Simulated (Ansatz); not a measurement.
`[GeH3]/[CH]=[N]/[InH2]` + `[F][GeH2][SH]` → `[F][GeH2][S][GeH3]` + `C=[N][InH2]` at 400 K and 1 bar (ligand exchange at a Ge–C bond).

Calculated with Ansatz (gas phase, PBE0-D4/def2-TZVP geometries, no zero-point term in ΔE). CBS: MP2 limit from def2 TZ/QZ plus the TZ coupled-cluster correction, frozen cores. Elements past krypton have def2 core potentials. For Ge, In outer-core shells are correlated without core-valence functions, which leaves a few kJ/mol of doubt a bond. Scalar relativity is left out up to krypton. One conformer a species, not always the lowest.

```csv
species,CCSD(T)/CBS energy (Eh),H − E (kJ/mol),S (J/(mol·K))
`[GeH3]/[CH]=[N]/[InH2]`,-2362.21531,178.3,425.8
`[F][GeH2][SH]`,-2575.53651,96.6,330.5
`[F][GeH2][S][GeH3]`,-4652.86834,150.2,417.0
`C=[N][InH2]`,-284.90922,131.7,335.8
```

H − E and S are ideal-gas, rigid-rotor, harmonic terms from PBE0-D4/def2-TZVP, for one conformer and one mirror image of each species. 1 Eh = 2625.50 kJ/mol, R = 8.31446 J/(mol·K).

By hand: ΔE, ΔH, ΔS and ΔG.

ΔE = (-4652.86834) + (-284.90922) − (-2362.21531) − (-2575.53651) = -0.02574 Eh = -67.6 kJ/mol. Δ(H − E) = 150.2 + 131.7 − 178.3 − 96.6 = 7.0, so ΔH = -60.6 kJ/mol. ΔS = 417.0 + 335.8 − 425.8 − 330.5 = -3.5 J/(mol·K). ΔG = -60.6 − 400 × (-3.5)/1000 = -59.2 kJ/mol.

By hand: the equilibrium constant, and the temperature at which ΔG would vanish if ΔH and ΔS stayed fixed.

log₁₀ K = −ΔG/(RT ln 10) = 7.7. ΔG = 0 at ΔH/ΔS = 17314 K, far beyond where these terms or the molecules hold.

The number of gas molecules stays the same, so ΔS is small and ΔH decides. A doubt of 5 kJ/mol in ΔE shifts log₁₀ K by 0.7 here. Other conformers and mirror images would add mixing entropy, several J/(mol·K) or more a flexible species. Modes under 60 cm⁻¹, often nearly free rotors, make the harmonic entropy too high. These are equilibria of isolated gas molecules and say nothing of rates. Largest T1 diagnostic: 0.015 (customary marks: 0.02 for closed shells, 0.045 for open ones).
